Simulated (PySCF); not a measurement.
# Electronic absorption of C4H9ClO2S

Compound: C₄H₉ClO₂S.
SMILES: `CC(C)(C)S(=O)(=O)Cl`

Computed, not measured: TDDFT PBE0/def2-SVPD, vertical, gas phase, core orbitals frozen in the response in PySCF. Geometry: PBE0-D3(BJ)/def2-SVP; no solvent, vibrations or thermal averaging. Torsions of this conformer, `[CH3:1][C:2]([CH3:3])([CH3:4])[S:5](=[O:6])(=[O:7])[Cl:8]`: C1–C2–S5–O6 175°.

Task: List the vertical singlet excitations with oscillator strengths and describe the spectrum.

Result: 

| state | E (eV) | E (kJ/mol) | λ (nm) | f | main configurations (H = HOMO, L = LUMO) |
| --- | --- | --- | --- | --- | --- |
| S1 | 5.40 | 521 | 229.6 | 0.0034 | H→L (97%) |
| S2 | 5.88 | 567 | 211.0 | 0.013 | H-2→L (75%), H-1→L (19%) |
| S3 | 5.91 | 570 | 209.7 | 0.082 | H-1→L (70%), H-2→L (23%) |
| S4 | 6.09 | 587 | 203.7 | 0.0019 | H-3→L (96%) |
| S5 | 7.02 | 677 | 176.6 | 0.0074 | H-5→L (61%), H-7→L (33%) |
| S6 | 7.28 | 702 | 170.4 | 0.081 | H-4→L (70%), H-6→L (20%) |

The lowest singlet comes at 230 nm (521 kJ/mol) in the ultraviolet; it is very weak; its leading configuration is HOMO→LUMO (97%). The largest oscillator strength of a single state is 0.082. Löwdin shares by element: HOMO chlorine 53%, oxygen 44%; LUMO chlorine 40%, sulfur 28%, oxygen 21%. Weighted by f, the mean energy of these states is 6.53 eV. The listed states span 1.87 eV, and the widest gap between neighbours is 0.93 eV (S4 to S5). The oscillator strengths of these states sum to 0.189; summed over the whole spectrum of an exact calculation they would give the number of electrons, 82 (Thomas–Reiche–Kuhn). Only the lowest 6 singlets were computed, as vertical energies without vibronic structure.
